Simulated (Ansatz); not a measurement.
```yaml
crystal:
  periodic: [false, false, false]
  atoms:
    - {symbol: F, position_ang: [-3.932164, -0.966867, 3.174750]}
    - {symbol: C, position_ang: [-2.958780, 0.787729, 0.967560]}
    - {symbol: F, position_ang: [-3.601589, 3.568629, 1.694180]}
    - {symbol: C, position_ang: [0.390220, 0.416210, 0.655589]}
    - {symbol: F, position_ang: [1.727746, 1.805501, 2.948874]}
    - {symbol: C, position_ang: [1.491466, 1.696627, -2.277605]}
    - {symbol: F, position_ang: [4.379136, 2.264365, -2.095579]}
    - {symbol: F, position_ang: [0.094855, 4.245567, -2.897342]}
    - {symbol: C, position_ang: [1.160662, -2.859861, 0.870805]}
    - {symbol: F, position_ang: [4.028728, -3.299777, 0.311957]}
    - {symbol: F, position_ang: [-0.413382, -4.333545, -1.196754]}
    - {symbol: H, position_ang: [-4.130818, 0.189801, -1.047526]}
    - {symbol: H, position_ang: [1.098055, 0.158228, -4.090052]}
    - {symbol: H, position_ang: [0.637042, -3.736849, 3.044503]}
basis:
  gaussian: {orbitals: cc-pVDZ, fitting: {mean_field: cc-pVTZ-jkfit}}
hamiltonian: {xc: {name: r2SCAN50}}
output: {forces: true}
```

```sh
$ ansatz run in.yaml --threads 4 --pin off --events-out ev --progress --plain --max-ram 66560MiB --backend cpu
```

Shortened log:

```
Functional definition: r2SCAN50
959 factors; integrals over basis functions are off by at most 1.6e-1 eV
mean field evaluation 1: about -23047.0622 eV, gradient 1.3e2 eV
mean field evaluation 2: about -20729.0341 eV, gradient 5.3e2 eV
mean field evaluation 4: about -22370.9885 eV, gradient 2.9e2 eV
mean field evaluation 8: about -23114.4670 eV, gradient 3.3e1 eV
mean field evaluation 16: about -23120.6057 eV, gradient 1.6e0 eV
mean field evaluation 32: about -23120.6666 eV, gradient 5.8e-3 eV
mean field -23120.66658437 eV, -849.6688252250 hartree, gradient 5.4e-7 eV, S^2 0.000000; 6 other end points of the search recorded, 0 dependent functions left out
reference -23120.66659199 eV, -849.6688255051 hartree; 45, 45 occupied and 124, 124 virtual orbitals, 959 factors
Total energy: -23120.66659199 eV, -849.6688255051 hartree
Atom 0 at    -3.932164    -0.966867     3.174750 Å, force     0.514702     0.701235    -1.086296 eV/Å
Atom 1 at    -2.958780     0.787729     0.967560 Å, force    -2.147264    -0.034602    -0.985141 eV/Å
Atom 2 at    -3.601589     3.568629     1.694180 Å, force     0.349625    -1.412290    -0.469012 eV/Å
Atom 3 at     0.390220     0.416210     0.655589 Å, force     0.946467     0.531921     0.717816 eV/Å
Atom 4 at     1.727746     1.805501     2.948874 Å, force    -0.648672    -0.766040    -1.117190 eV/Å
Atom 5 at     1.491466     1.696627    -2.277605 Å, force     0.254546    -0.293392    -1.932303 eV/Å
Atom 6 at     4.379136     2.264365    -2.095579 Å, force    -1.501887    -0.366990    -0.086028 eV/Å
Atom 7 at     0.094855     4.245567    -2.897342 Å, force     0.584239    -1.284455     0.303462 eV/Å
Atom 8 at     1.160662    -2.859861     0.870805 Å, force     0.111962    -1.585225     1.437501 eV/Å
Atom 9 at     4.028728    -3.299777     0.311957 Å, force    -1.514732     0.268631     0.334135 eV/Å
Atom 10 at    -0.413382    -4.333545    -1.196754 Å, force     0.640759     0.779086     0.979022 eV/Å
Atom 11 at    -4.130818     0.189801    -1.047526 Å, force     1.272861     0.736519     2.417605 eV/Å
Atom 12 at     1.098055     0.158228    -4.090052 Å, force     0.488106     1.786202     2.049601 eV/Å
Atom 13 at     0.637042    -3.736849     3.044503 Å, force     0.649287     0.939400    -2.563172 eV/Å
Dipole moment:    -0.957866    -1.307480    -0.826809 e Å
```

In this input the geometry is stretched to more than twice its size. The run converged. The result belongs to that input, not to the molecule as meant.
